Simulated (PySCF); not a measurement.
CH5N2S, SMILES NC([NH3+])=S, charge +1. Atoms are numbered in the order given.

```xyz
9

N      1.2459    -0.9762     0.0000
C      0.1442    -0.2175     0.0000
N     -1.1181    -1.0978     0.0000
S     -0.0543     1.3856     0.0000
H      1.2562    -1.9920     0.0000
H      2.1472    -0.5037     0.0000
H     -1.9247    -0.4535     0.0000
H     -1.1845    -1.6990     0.8386
H     -1.1845    -1.6990    -0.8386
```
Charge +1, spin multiplicity 1.

Geometry optimised at B3LYP-D3(BJ)/def2-SVP. The isomer is the one that the SMILES or the coordinates give; other isomers of the formula were not compared. One conformer was computed; it need not be the lowest.

Level of theory: KT2/pcSseg-1 (PySCF).

GIAO shieldings, no solvent; atoms listed in one row are averaged. δ = σ(ref) − σ: ¹⁵N against NH3 (σ = 266.2 ppm); ¹³C against TMS (σ = 185.1 ppm); ³³S against H2S (σ = 723.0 ppm); ¹H against TMS (σ = 31.47 ppm), references at their B3LYP-D3(BJ)/def2-TZVP geometries, non-relativistic.

| nucleus | atoms | count | δ (ppm) |
|---|---|---|---|
| ¹⁵N | N1 | 1 | 137.6 |
| ¹⁵N | N3 | 1 | 109.2 |
| ¹³C | C2 | 1 | 149.8 |
| ³³S | S4 | 1 | 537.2 |
| ¹H | H6 | 1 | 6.97 |
| ¹H | H5 | 1 | 6.11 |
| ¹H | H7, H8, H9 | 3 | 6.00 |
